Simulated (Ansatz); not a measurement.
Mulliken charges of `N=C(I)[NH][GaH2]` from r2SCAN/def2-TZVPP in Ansatz (PBE0-D4/def2-TZVP geometry).

```tsv
atom	x (Å)	y (Å)	z (Å)	charge (e)
N1	1.469	-0.018	1.233	-0.319
C2	1.062	-0.568	0.184	0.224
I3	2.322	-2.084	-0.653	-0.100
N4	-0.076	-0.378	-0.553	-0.318
Ga5	-1.456	0.815	-0.214	0.269
H6	0.821	0.692	1.576	0.152
H7	-0.138	-0.973	-1.365	0.171
H8	-2.593	0.756	-1.271	-0.031
H9	-1.322	1.713	1.047	-0.048
```

By hand: the dipole of these point charges (1 e Å = 4.8032 D).

Σ q r = (-0.585, 0.259, -0.173) e Å, of length 0.663 e Å = 3.18 D.

How does the dipole of the full density compare? (Estimate.)

The calculation gave: (-0.725, 0.278, -0.269) e Å, 3.95 D; the point charges give 0.81 times that, at 5° from its direction.

Point charges leave out the atoms' own dipoles, such as those of lone pairs, and Mulliken's split depends on the basis, so the two needn't agree.
